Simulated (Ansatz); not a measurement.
CH9AlSSi2 (`[CH3][AlH][SiH2]S[SiH3]`). The species carries charge 0 and has multiplicity 1. Geometry: relaxed with PBE0-D4/def2-TZVP. It is one conformer, not always the lowest.

```xyz
14

C    -0.556    1.801    1.403
Al   -0.437    1.011   -0.384
Si    1.709   -0.122   -0.899
S     1.475   -2.041    0.137
Si   -0.578   -2.044   -0.295
H    -0.124    2.808    1.391
H    -1.591    1.897    1.741
H    -0.003    1.222    2.147
H    -1.469    1.348   -1.547
H     2.066   -0.423   -2.315
H     2.922    0.475   -0.270
H    -0.903   -2.110   -1.740
H    -1.305   -3.093    0.459
H    -1.208   -0.730    0.172
```

Task: What is the dipole moment at r2SCAN/def2-TZVPP? (An estimate is asked.)

Result: Ansatz gave: 0.84 D, with components (-0.78, -0.10, 0.30) D in this frame, pointing from negative to positive charge.

Task: And with PBE, B3LYP, ωB97M-V? (Estimate.)

Result: Computed: PBE 0.81 D, B3LYP 0.84 D, ωB97M-V 0.87 D.

Task: Give the Mulliken charges with r2SCAN, B3LYP, ωB97M-V in def2-TZVPP. (Estimate.)

Result: Computed: 
```tsv
atom	r2SCAN	B3LYP	ωB97M-V
C1	-0.38	-0.44	-0.52
Al2	0.48	0.43	0.41
Si3	0.12	0.13	0.02
S4	-0.30	-0.29	-0.25
Si5	0.37	0.34	0.20
H6	0.07	0.09	0.11
H7	0.07	0.09	0.11
H8	0.07	0.10	0.11
H9	-0.17	-0.15	-0.12
H10	-0.07	-0.06	-0.02
H11	-0.06	-0.06	-0.01
H12	-0.03	-0.03	0.02
H13	-0.05	-0.04	0.00
H14	-0.10	-0.11	-0.07
```

B3LYP here is the variant with VWN-RPA as its local correlation; programs differ in this.
